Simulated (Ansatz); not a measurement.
Level of theory: frozen-core CCSD(T)/cc-pVTZ // B3LYP-D3(BJ)/def2-TZVP run with Ansatz (a program for electronic structure).

Ansatz 0.2 input:
```yaml
crystal:
  periodic: [false, false, false]
  atoms:
    - { symbol: N, position_ang: [1.471458, -0.177686, -0.049794] }
    - { symbol: Si, position_ang: [-0.111011, 0.421716, 0.018828] }
    - { symbol: N, position_ang: [-1.19268, -0.881325, 0.002551] }
    - { symbol: Br, position_ang: [-0.765879, 1.71797, -1.689591] }
    - { symbol: Br, position_ang: [-0.140451, 1.72497, 1.843239] }
    - { symbol: H, position_ang: [1.737353, -0.807924, -0.791103] }
    - { symbol: H, position_ang: [2.24447, 0.375978, 0.282411] }
    - { symbol: H, position_ang: [-2.145052, -0.75357, -0.299298] }
    - { symbol: H, position_ang: [-1.098208, -1.620131, 0.682756] }
basis:
  gaussian: { orbitals: cc-pVTZ }
correlation:
  method: ccsd_t
```

Output:

```
Functional definition: HF
1436 factors; integrals over basis functions are off by at most 1.0e-3 eV
mean field evaluation 1: about -150892.0078 eV, gradient 4.4e1 eV
mean field evaluation 2: about -150892.2096 eV, gradient 4.4e1 eV
mean field evaluation 4: about -150896.0437 eV, gradient 3.0e0 eV
mean field evaluation 8: about -150896.0887 eV, gradient 2.4e-1 eV
mean field evaluation 16: about -150892.0072 eV, gradient 4.4e1 eV
mean field -150896.08885551 eV, -5545.3289843973 hartree, gradient 3.0e-6 eV, S^2 0.000000; 0 other end points of the search recorded, 0 dependent functions left out
25 core orbitals not correlated
reference -150896.08885551 eV, -5545.3289843973 hartree; 26, 26 occupied and 185, 185 virtual orbitals, 1436 factors
second order -27.02102390 eV of doubles, -0.00000000 eV of singles
cycle   1  -27.25564829 eV  change   -2.3e-1 eV  update   9.6e-2
cycle   2  -27.82353163 eV  change   -5.7e-1 eV  update   2.5e-2
cycle   3  -27.91688035 eV  change   -9.3e-2 eV  update   1.2e-2
cycle   4  -27.90314755 eV  change    1.4e-2 eV  update   2.8e-3
cycle   5  -27.90417466 eV  change   -1.0e-3 eV  update   1.2e-3
cycle   6  -27.90423414 eV  change   -5.9e-5 eV  update   3.3e-4
cycle   7  -27.90403349 eV  change    2.0e-4 eV  update   1.3e-4
cycle   8  -27.90404401 eV  change   -1.1e-5 eV  update   3.6e-5
perturbative correction -1.10925559 eV, -0.0407643909 hartree
Total energy: -150925.10215510 eV, -5546.3952034914 hartree
```

Cost: very roughly 20 core-minutes.
